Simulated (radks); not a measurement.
Spherical quantum dot in the effective-mass picture: electrons in a parabolic well V = omega^2 r^2 / 2 with omega = 0.648, with a point charge +2 (a donor) at the centre, all in effective atomic units (hartree* = m*/eps^2 hartree, bohr* = eps/m* bohr), one dielectric constant everywhere. Calculated with a radial shooting solver with Libxc functionals: non-relativistic Kohn-Sham, LDA (Slater exchange, Perdew-Wang correlation), spin-polarised, spherical densities. Levels are named by radial order and angular momentum (1s, 1p, 1d, 2s, ...), and open shells are averaged over m. Results are scaled to m* = 0.161 and eps = 17.3, for which hartree* = 14.64 meV and bohr* = 5.686 nm.

N = 25, configuration 1s2 1p6 1d10 2s2 1f(up 5, down 0). This is the lowest configuration that the search found. Occupied and some empty levels:

| level | occupation | eigenvalue (meV) | <r> (nm) |
|---|---|---|---|
| 1s up | 1 | 116.04 | 5.641 |
| 1s down | 1 | 116.04 | 5.575 |
| 1p up | 3 | 127.53 | 15.16 |
| 2s up | 1 | 127.69 | 15.69 |
| 1p down | 3 | 128.00 | 14.92 |
| 2s down | 1 | 128.22 | 15.58 |
| 1d up | 5 | 132.19 | 17.84 |
| 1d down | 5 | 132.80 | 17.75 |
| 1f up | 5 | 137.07 | 19.58 |
| 2p up | 0 | 137.57 | 16.37 |
| 1f down | 0 | 137.73 | 19.56 |
| 2p down | 0 | 137.96 | 16.48 |
| 1g up | 0 | 142.36 | 20.96 |
| 1g down | 0 | 143.03 | 20.99 |
| 2d up | 0 | 144.28 | 18.50 |
| 2d down | 0 | 144.68 | 18.54 |

Energy (meV): total 1887.82, kinetic 243.39, external 362.76, Hartree 1419.4, exchange-correlation -137.73.

Electron density:

| r (nm) | n(r) (e/nm^3) |
|---|---|
| 2.44 | 0.004494 |
| 5.05 | 0.001043 |
| 7.66 | 0.0005196 |
| 10.3 | 0.0005295 |
| 12.9 | 0.0005900 |
| 15.5 | 0.0005728 |
| 18.1 | 0.0004555 |
| 20.7 | 0.0002835 |
| 23.3 | 0.0001327 |
| 26.0 | 0.00004513 |
| 28.6 | 0.00001104 |
| 31.2 | 1.922e-06 |
| 33.8 | 2.396e-07 |
